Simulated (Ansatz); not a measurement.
Diatomic LaF, closed-shell singlet (the spin of the measured ground state). No spin–orbit coupling.

Constants: fifth-degree fit in 1/R to seven points, most abundant isotopes. In def2 and cc sets the state is the lowest found near the PBE0 minimum, followed along R. The singlet is held restricted. HF and MP2 rows in def2 and cc sets belong to the determinant that coupled cluster picked by its CCSD energy.

Correlated levels freeze the inner cores; with def2 sets outer-core shells near the valence are correlated too. CBS(a, b) extrapolates the correlation energy as X⁻³ and adds the Hartree–Fock energy of set b.

Codes used: Ansatz (a program for electronic structure) with Gaussian orbitals. Values without a source in brackets are computed. In def2 rows elements past Kr take small-core potentials, without spin–orbit coupling.

Task: What bond length and harmonic frequency does HF/def2-QZVPP give?

Result: r_e = 2.069 Å, ω_e = 566 cm⁻¹.

Task: What bond length and harmonic frequency does wB97X-V/def2-TZVPP give?

Result: r_e = 2.071 Å, ω_e = 572 cm⁻¹.

Task: What bond length and harmonic frequency does CCSD(T)/CBS(def2-TZVPP, def2-QZVPP) give, and what D_e (from each atom's lowest state at the same level)?

Result: r_e = 2.058 Å, ω_e = 570 cm⁻¹, D_e = 6.73 eV.

Measured for the ground state: D_0 6.792 ± 0.18 eV (a handbook's tabulated 298 K bond energy less 3RT/2; such tables hold older values) [Luo, bond dissociation energies, CRC Handbook].

Doubts at one or more of the structures used: a restricted determinant that unrestricted orbitals would lower (HF/def2-QZVPP, CCSD(T)/CBS(def2-TZVPP, def2-QZVPP)).
